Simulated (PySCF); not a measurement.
## Electron correlation in N²⁺ (nitrogen, charge +2)

[He] 2s1 2p2, high-spin 4P determinant (an excited configuration). Calculation: PySCF 2.14, in dyall-av3z; the non-relativistic Hamiltonian (point nucleus). Frozen: 1s2; 3 electrons correlated; the 13 highest virtual orbitals of each spin left out.

```json
{"level": "CCSD", "correlation energy (mhartree)": "-16.20"}
{"level": "(T)", "correlation energy (mhartree)": "-0.04"}
{"level": "CCSD(T)", "correlation energy (mhartree)": "-16.24"}
```

Diagnostics: T1 = 0.0010, D1 = 0.0017, largest double amplitude 0.017.

Cost of the coupled-cluster step: of the order of 3 core-seconds, for 3 correlated electrons.

Iterations:

```
CC2 = 0
CCSD nocc = (np.int64(3), np.int64(0)), nmo = (57, 57)
frozen orbitals [[0, 58, 59, 60, 61, 62, 63, 64, 65, 66, 67, 68, 69, 70], [0, 58, 59, 60, 61, 62, 63, 64, 65, 66, 67, 68, 69, 70]]
max_cycle = 100
direct = 0
conv_tol = 1e-08
conv_tol_normt = 1e-06
diis_space = 8
diis_start_cycle = 0
Init t2, MP2 energy = -0.012919612537199
Init E_corr(UCCSD) = -0.0129196125372302
cycle = 1  E_corr(UCCSD) = -0.0154217630725871  dE = -0.00250215054  norm(t1,t2) = 0.0110117
cycle = 2  E_corr(UCCSD) = -0.0159898642067773  dE = -0.000568101134  norm(t1,t2) = 0.00327712
cycle = 3  E_corr(UCCSD) = -0.0162079214200031  dE = -0.000218057213  norm(t1,t2) = 0.00113886
cycle = 4  E_corr(UCCSD) = -0.0161990609662743  dE = 8.86045373e-06  norm(t1,t2) = 0.000127426
cycle = 5  E_corr(UCCSD) = -0.0161994276894275  dE = -3.66723153e-07  norm(t1,t2) = 1.06083e-05
cycle = 6  E_corr(UCCSD) = -0.0161994004981906  dE = 2.71912369e-08  norm(t1,t2) = 8.89089e-07
cycle = 7  E_corr(UCCSD) = -0.0161994022478438  dE = -1.74965321e-09  norm(t1,t2) = 9.64813e-08
UCCSD converged
E(UCCSD) = -52.64811904944475  E_corr = -0.01619940224784384
UCCSD(T) correction = -3.82161301425055e-05
```
